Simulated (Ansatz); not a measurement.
`O[SiH2]B(O)F` + CH₃SH → `CSB(O)F` + silanol  (cleavage of the B–Si bond)

Program: Ansatz. Geometries: PBE0-D4/def2-TZVP. ΔE: electronic, gas phase. CCSD(T)/CBS adds triple-zeta CCSD(T) − MP2 to the extrapolated MP2 energy (def2 sets, frozen cores). This one scheme is used for every species. Functionals use def2-TZVPP. HSE06 is defined as in plane-wave codes. Each species was taken in one conformer, which may not be the lowest.

`O[SiH2]B(O)F`:

```xyz
9

O     1.260    1.579    0.748
Si    1.043    0.038    0.190
B    -0.902   -0.286   -0.313
O    -1.275   -1.362   -1.032
F    -1.847    0.576    0.092
H     0.555    1.955    1.276
H     1.942   -0.115   -0.981
H     1.448   -0.973    1.211
H    -2.225   -1.412   -1.192
```

CH₃SH:

```xyz
6

C     0.039   -0.489   -0.026
S    -0.449    1.079    0.726
H    -0.450   -0.641   -0.987
H    -0.292   -1.270    0.659
H     1.120   -0.560   -0.136
H     0.032    1.881   -0.236
```

`CSB(O)F`:

Z-matrix (Å, degrees):
```
C
S 1 1.810
H 1 1.088 2 110.7
H 1 1.089 2 106.7 3 119.0
H 1 1.088 2 110.7 3 -122.0
B 2 1.799 1 101.1 3 60.6
F 6 1.336 2 117.9 1 -180.0
O 6 1.354 2 122.0 1 -0.0
H 8 0.962 6 112.6 2 180.0
```

`O[SiH3]`:

Z-matrix (Å, degrees):
```
Si
O 1 1.648
H 1 1.489 2 111.7
H 1 1.489 2 111.7 3 120.9
H 1 1.481 2 105.9 3 -119.6
H 2 0.957 1 117.9 3 -60.5
```

| level | ΔE (kcal/mol) | difference from CCSD(T)/CBS |
| --- | --- | --- |
| LDA (SPW92) | -20.7 | 0.4 |
| PBE-D4 | -19.6 | 1.5 |
| r2SCAN-D4 | -21.9 | -0.8 |
| HSE06-D4 | -20.5 | 0.6 |
| ωB97X-V | -20.6 | 0.5 |
| PBE0 | -20.2 | 0.9 |
| BHLYP | -21.3 | -0.2 |
| HF/def2-TZVPP | -21.9 | -0.8 |
| SCS-MP2/def2-TZVPP | -22.4 | -1.3 |
| CCSD/def2-TZVPP | -20.9 | 0.2 |
| CCSD(T)/CBS | -21.1 | 0 |

**Question.** What do rigid-rotor, harmonic-oscillator terms from PBE0-D4/def2-TZVP frequencies (298.15 K, 1 bar) make of the CCSD(T)/CBS value? (Estimate.)

**Answer.** Computed: ΔZPE = +0.3 kcal/mol, ΔH = -21.1 kcal/mol, ΔS = -13 J/(mol·K), ΔG = -20.2 kcal/mol. Modes under 50 cm⁻¹ make the entropy rough.

Largest T1 diagnostic among the species: 0.013.

At CCSD(T), def2-SVP lies −2.0 kcal/mol from the extrapolated value and def2-TZVPP −0.0 kcal/mol. From PBE to PBE0 (25 % exact exchange), in def2-TZVPP and without D4, ΔE moves by −1.0 kcal/mol.
